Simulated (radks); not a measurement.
Values are calculated unless marked as measured or tabulated.
Polarisability of neutral erbium, [Xe] 4f12 6s2, at imaginary frequency. Code: a radial shooting solver on a logarithmic mesh with Libxc functionals. Model: non-relativistic Kohn-Sham, LDA (Slater exchange, Perdew-Wang correlation), spin-unpolarised, spherical densities, point nucleus; relativity is left out, which matters for an element this heavy. Response by self-consistent Sternheimer equations with the Hartree and adiabatic LDA kernel.

w (hartree)  alpha1(iw) (bohr^3)
0.00266                    176.1
0.0143                     173.3
0.0360                     159.1
0.0697                     126.2
0.118                      84.04
0.186                      49.81
0.280                      28.62
0.413                      16.87
0.605                      10.39
0.892                      6.544
1.35                       4.002
2.12                       2.235
3.59                       1.079
6.94                      0.4147
17.5                     0.09876

Static values: alpha1 = 176.2 bohr^3 (26.11 angstrom^3; uncoupled 333.7). C6 = 2710, triple-dipole C9 = 345700 atomic units. One-pole (London) frequency 4 C6 / (3 alpha1^2) = 0.116 hartree, against 0.135 for minus the highest occupied eigenvalue. The dipole shielding factor is 0.999, as the force sum rule N/Z = 1.000 demands. Recommended static value: 150 bohr^3 (Schwerdtfeger and Nagle, 2023 table).

Beside tabulated values, note that spin-unpolarised runs miss the spin-polarisation part of the exchange energy of open shells.
